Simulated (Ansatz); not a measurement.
`[NH2][Ti]([OH])([OH])[OH]` + HBr → `[OH][Ti]([OH])([OH])[Br]` + NH₃  (ligand exchange at a Ti–N bond)

Program: Ansatz. Geometries: PBE0-D4/def2-TZVP. ΔE: electronic, gas phase. CCSD(T)/CBS is the MP2 limit (def2-TZVPP, def2-QZVPP) plus CCSD(T) − MP2 in def2-TZVPP, frozen cores. This one scheme is used for every species. DFT in def2-TZVPP. B3LYP here is the variant with VWN-RPA as its local correlation; programs differ in this. HSE06 is defined as in plane-wave codes. For Br, Ti outer-core shells are correlated without core-valence functions, which leaves a few kJ/mol of doubt a bond. Scalar relativity is left out up to krypton. One conformer a species, not always the lowest.

| level | ΔE (kJ/mol) | difference from CCSD(T)/CBS |
| --- | --- | --- |
| PBE-D4 | -97.0 | -1.0 |
| revPBE-D4 | -94.5 | 1.5 |
| BLYP-D4 | -92.6 | 3.4 |
| r2SCAN-D4 | -102.4 | -6.4 |
| PBE0-D4 | -99.9 | -3.9 |
| B3LYP-D4 | -95.7 | 0.3 |
| r2SCANh-D4 | -102.6 | -6.6 |
| r2SCAN0-D4 | -102.8 | -6.8 |
| HSE06-D4 | -100.4 | -4.4 |
| BHLYP-D4 | -99.8 | -3.8 |
| CAM-B3LYP-D4 | -91.8 | 4.2 |
| ωB97M-V | -95.0 | 1.0 |
| B2PLYP | -100.7 | -4.7 |
| PBE-QIDH | -104.7 | -8.7 |
| PBE | -96.8 | -0.8 |
| revPBE | -97.7 | -1.7 |
| BLYP | -92.8 | 3.2 |
| r2SCAN | -102.6 | -6.6 |
| PBE0 | -99.6 | -3.6 |
| B3LYP | -95.2 | 0.8 |
| r2SCANh | -102.7 | -6.7 |
| r2SCAN0 | -102.8 | -6.8 |
| HSE06 | -100.0 | -4.0 |
| BHLYP | -97.3 | -1.3 |
| LC-ωPBE | -93.8 | 2.2 |
| RPA@PBE/def2-TZVPP | -90.3 | 5.7 |
| HF/def2-SVP | -92.7 | 3.3 |
| MP2/def2-SVP | -105.9 | -9.9 |
| CCSD/def2-SVP | -90.0 | 6.0 |
| CCSD(T)/def2-SVP | -95.9 | 0.1 |
| HF/def2-TZVPP | -100.7 | -4.7 |
| MP2/def2-TZVPP | -104.1 | -8.1 |
| SCS-MP2/def2-TZVPP | -98.9 | -2.9 |
| CCSD/def2-TZVPP | -91.4 | 4.6 |
| CCSD(T)/def2-TZVPP | -95.0 | 1.0 |
| HF/def2-QZVPP | -100.5 | -4.5 |
| MP2/def2-QZVPP | -104.6 | -8.6 |
| SCS-MP2/def2-QZVPP | -99.2 | -3.2 |
| HF/CBS(def2) | -100.5 | -4.5 |
| MP2/CBS(def2) | -105.1 | -9.1 |
| CCSD(T)/CBS | -96.0 | 0 |

Largest T1 diagnostic among the species: 0.024, so the coupled-cluster value is less sure than usual.

From BLYP to BHLYP (50 % exact exchange), in def2-TZVPP and without D4, ΔE moves by −4.5 kJ/mol. Leaving LDA and LC-ωPBE aside and taking each functional with its dispersion term where it has one, the values spread over 12.9 kJ/mol, from PBE-QIDH to CAM-B3LYP-D4. LDA lies +3.9 kJ/mol from PBE without D4.
